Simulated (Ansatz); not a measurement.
Basis-set extrapolation for ClH5OSi2, SMILES `O[SiH2][SiH2]Cl` (PBE0-D4/def2-TZVP geometry, frozen core, the Gaussian-basis code of Ansatz). Multiplicity 1, RHF reference.

```csv
,def2-TZVPP,def2-QZVPP
HF,-1115.303332,-1115.338206
MP2 correlation,-0.675069,-0.734142
CCSD(T) correlation,-0.754904,-0.811423
```

Energies in hartree. Use E(X) = E(∞) + A·exp(−7.88·√X) for Hartree–Fock and E(X) = E(∞) + B·X^(−2.97) for correlation, with X = 3 and 4.

Problem. What is the CCSD(T) energy at the basis-set limit?

Solution. HF limit: -1115.338206 + (-0.034874) × 0.13774 = -1115.34301. Correlation limit: -0.811423 + (-0.056519) × 0.74074 = -0.85329. Total: -1116.19630 hartree, 86.6 kcal/mol below CCSD(T)/def2-TZVPP.
